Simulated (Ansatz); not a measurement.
Program: Ansatz. Geometries: PBE0-D4/def2-TZVP. ΔE: electronic, gas phase. CCSD(T)/CBS adds triple-zeta CCSD(T) − MP2 to the extrapolated MP2 energy (def2 sets, frozen cores). This one scheme is used for every species. DFT in def2-TZVPP. B3LYP here is the variant with VWN-RPA as its local correlation; programs differ in this. For Ge outer-core shells are correlated without core-valence functions, which leaves a few kJ/mol of doubt a bond. Scalar relativity is left out up to krypton. One conformer a species, not always the lowest.

`[F][AlH][SiH2]Cl` + `[NH2][GeH2][Cl]` → `Cl[SiH2][NH][GeH2][Cl]` + `[F][AlH2]`  (cleavage of the Si–Al bond)

```json
{"level": "PBE-D4", "ΔE (kcal/mol)": "-11.5", "difference from CCSD(T)/CBS": "5.4"}
{"level": "r2SCAN-D4", "ΔE (kcal/mol)": "-15.1", "difference from CCSD(T)/CBS": "1.8"}
{"level": "PBE0-D4", "ΔE (kcal/mol)": "-13.2", "difference from CCSD(T)/CBS": "3.7"}
{"level": "B3LYP-D4", "ΔE (kcal/mol)": "-16.3", "difference from CCSD(T)/CBS": "0.6"}
{"level": "ωB97X-V", "ΔE (kcal/mol)": "-16.1", "difference from CCSD(T)/CBS": "0.8"}
{"level": "ωB97M-V", "ΔE (kcal/mol)": "-17.7", "difference from CCSD(T)/CBS": "-0.8"}
{"level": "PBE", "ΔE (kcal/mol)": "-10.3", "difference from CCSD(T)/CBS": "6.6"}
{"level": "r2SCAN", "ΔE (kcal/mol)": "-14.7", "difference from CCSD(T)/CBS": "2.2"}
{"level": "MP2/def2-TZVPP", "ΔE (kcal/mol)": "-19.5", "difference from CCSD(T)/CBS": "-2.6"}
{"level": "SCS-MP2/def2-TZVPP", "ΔE (kcal/mol)": "-19.2", "difference from CCSD(T)/CBS": "-2.3"}
{"level": "CCSD/def2-TZVPP", "ΔE (kcal/mol)": "-17.2", "difference from CCSD(T)/CBS": "-0.3"}
{"level": "HF/def2-QZVPP", "ΔE (kcal/mol)": "-19.1", "difference from CCSD(T)/CBS": "-2.2"}
{"level": "MP2/def2-QZVPP", "ΔE (kcal/mol)": "-19.5", "difference from CCSD(T)/CBS": "-2.6"}
{"level": "SCS-MP2/def2-QZVPP", "ΔE (kcal/mol)": "-19.2", "difference from CCSD(T)/CBS": "-2.3"}
{"level": "HF/CBS(def2)", "ΔE (kcal/mol)": "-19.2", "difference from CCSD(T)/CBS": "-2.3"}
{"level": "CCSD/CBS(def2)", "ΔE (kcal/mol)": "-17.0", "difference from CCSD(T)/CBS": "-0.1"}
{"level": "CCSD(T)/CBS", "ΔE (kcal/mol)": "-16.9", "difference from CCSD(T)/CBS": "0"}
```

Largest T1 diagnostic among the species: 0.012.

From PBE to PBE0 (25 % exact exchange), in def2-TZVPP and without D4, ΔE moves by −1.9 kcal/mol. The D4 term adds −1.9 kcal/mol with B3LYP and −1.1 kcal/mol with PBE0; it sums over pairs of atoms, weighted by their polarisabilities, and B3LYP, whose exchange is more repulsive, gets the larger term.
